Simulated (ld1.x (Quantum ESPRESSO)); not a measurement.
## Rh: one change to an ultrasoft potential, before and after

Rh (Z = 45), ultrasoft, made with ld1.x (Quantum ESPRESSO) 7.5 (LDA (PZ), fully relativistic). Core [Kr], reference 4d8 5s0 5p0 (charge +1). Waves: 5s (bound, empty): rcut 2.45, rcutus 2.75 bohr; 5s channel at -0.2 Ry: rcut 2.45, rcutus 2.75 bohr; 5p (bound, empty): rcut 2.60, rcutus 2.80 bohr; 5p channel at 1.1 Ry: rcut 2.60, rcutus 2.80 bohr; 4d (bound): rcut 1.85, rcutus 2.20 bohr; 4d channel at 0.85 Ry: rcut 1.85, rcutus 2.20 bohr. Local part: all-electron potential smoothed inside 2.70 bohr (lloc = -1). Core correction: a·sin(br)/r model core, default radius (core density twice the valence density). Augmentation charge: PSQ, inside the norm-conserving radii.

Open shells are filled in proportion to 2j + 1 (rel_dist='average').

Change: reference 4d8 5s1 5p0.

Cutoffs: the cutoffs (Ry, on a coarse ladder) from which the occupation-weighted sum of valence levels, in a spherical-Bessel basis at the reference potential, stays within 10 and 1 mRy of its value at 400 Ry; they do not see the model core or the augmentation charge, which bear on the density cutoff. Errors are all-electron minus pseudo energies relative to the spin-unpolarised reference configuration.

What does the change do?

The potential gets neither clearly harder nor softer (21 Ry and 35 Ry → 21 Ry and 35 Ry); neither file shows a bound ghost.

```csv
quantity,base,changed
"cutoff, loose",21 Ry,21 Ry
"cutoff, tight",35 Ry,35 Ry
bound ghosts,none,none
"largest error over its own tests, meV",-1359,-514
s: phases at 3.04 bohr within 0.05 rad from the reference energy up to (Ry; the scan ends near 5),2.2,2.5
p1/2: phases at 3.04 bohr within 0.05 rad from the reference energy up to (Ry; the scan ends near 5),3.2,3.4
p3/2: phases at 3.04 bohr within 0.05 rad from the reference energy up to (Ry; the scan ends near 5),3.1,3.2
d3/2: phases at 3.04 bohr within 0.05 rad from the reference energy up to (Ry; the scan ends near 5),to the end of the scan,to the end of the scan
d5/2: phases at 3.04 bohr within 0.05 rad from the reference energy up to (Ry; the scan ends near 5),to the end of the scan,to the end of the scan
lowest overlap eigenvalue by channel,"s 0.37, p1/2 0.55, p3/2 0.56, d3/2 0.16, d5/2 0.16","s 0.37, p1/2 0.56, p3/2 0.57, d3/2 0.23, d5/2 0.26"
```
